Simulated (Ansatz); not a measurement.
The lowest singlet and triplet of H2Si2 (SMILES [Si]=[SiH2]); geometries from B3LYP-D3(BJ)/def2-TZVP, each state relaxed from the structure named, with no frequency check.
Singlet (charge 0, multiplicity 1):
```xyz
4

Si     1.22700    -0.05796     0.01106
Si    -0.97030     0.04584    -0.00875
H     -1.85504    -1.14480    -0.01104
H     -1.73877     1.31457    -0.02137
```

A positive gap puts the triplet lower; no zero-point energy. R- takes a restricted singlet. U- takes an unrestricted singlet (broken symmetry where lower, unprojected). The triplet is unrestricted in single-reference levels. Active spaces average the two states.

Cores are frozen in the correlated methods.

The values were computed with Ansatz (Gaussian orbitals). Values without a source in brackets are computed.

| level | gap E(singlet) − E(triplet), vertical, at the singlet's geometry (kcal/mol) |
|---|---|
| U-r2SCAN/def2-TZVPP (spin-contaminated) | -5.48 |
| R-PBE0/def2-TZVPP | -4.78 |
| R-SCS-MP2/cc-pV(D+d)Z | -9.81 |
| R-CCSD/cc-pV(T+d)Z | -8.48 |
| R-CCSDT/cc-pV(D+d)Z | -10.42 |
| SA-CASSCF(4,4)/cc-pV(D+d)Z | -6.99 |
| SA-CASSCF(4,4)/cc-pV(Q+d)Z | -6.13 |
| FIC-NEVPT4(SD) on SA-CASSCF(4,4)/cc-pV(T+d)Z | -11.45 |
| FIC-MRCISD+Q on SA-CASSCF(4,4)/cc-pV(Q+d)Z | (withheld) |

**Question.** Fill in the missing entries.

**Answer.** 
- FIC-MRCISD+Q on SA-CASSCF(4,4)/cc-pV(Q+d)Z, gap E(singlet) − E(triplet), vertical, at the singlet's geometry (kcal/mol): -12.24

Doubts at one or more of the structures used: a restricted determinant that unrestricted orbitals would lower (R-PBE0/def2-TZVPP, R-SCS-MP2/cc-pV(D+d)Z, R-CCSD/cc-pV(T+d)Z, R-CCSDT/cc-pV(D+d)Z).

Ansatz is a program for electronic structure.
